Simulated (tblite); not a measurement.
**Question.** What does the GFN2-xTB structure of `COC1=PC=CN1` look like in three dimensions?

**Answer.** 
```
atom  x, y, z in Å
C1    -2.3972   -0.3574   -0.1066
O2    -1.4223    0.6359    0.0981
C3    -0.1494    0.1721    0.1087
N4     0.8185    1.0950    0.3070
C5     2.0755    0.5694    0.3082
C6     2.0810   -0.7726    0.1079
P7     0.4578   -1.4359   -0.0931
H8    -2.3516   -1.1130    0.6847
H9    -2.2473   -0.8543   -1.0708
H10   -3.3612    0.1464   -0.0898
H11    0.6048    2.0718    0.4389
H12    2.9181    1.2195    0.4583
H13    2.9690   -1.3765    0.0736
```

Orientation and origin are arbitrary. Atoms count from 1 in this order. N4 (pyrrole-type nitrogen) is planar (angles 124.7°, 121.9° and 113.4°, sum 360.0°, 0.00 Å off the plane of its three neighbours). The 5-membered ring C3–N4–C5–C6–P7 has internal angles of 87.7° to 113.6° (sum 540°, against 540° for a flat polygon); it is planar, 0.00 Å rms from its mean plane, widest ring torsion 0°. The 2 C–P bonds span 1.731 Å (C3–P7, aromatic) to 1.765 Å (C6–P7, aromatic), a spread of 0.034 Å. The 2 C–O bonds span 1.355 Å (O2–C3, drawn single) to 1.407 Å (C1–O2, drawn single), a spread of 0.052 Å.

Bonds between heavy atoms (Å): C1–O2 1.407, O2–C3 1.355, C3–N4 1.352, N4–C5 1.362, C5–C6 1.357, C6–P7 1.765, C3–P7 1.731.

The geometry is computed with GFN2-xTB (gas phase).

Point group: Cs (tolerance 0.08 Å). Its GFN2-xTB frequencies are all real (lowest 103 cm⁻¹). One conformer, not necessarily the lowest (C1–O2–C3–N4 180°).
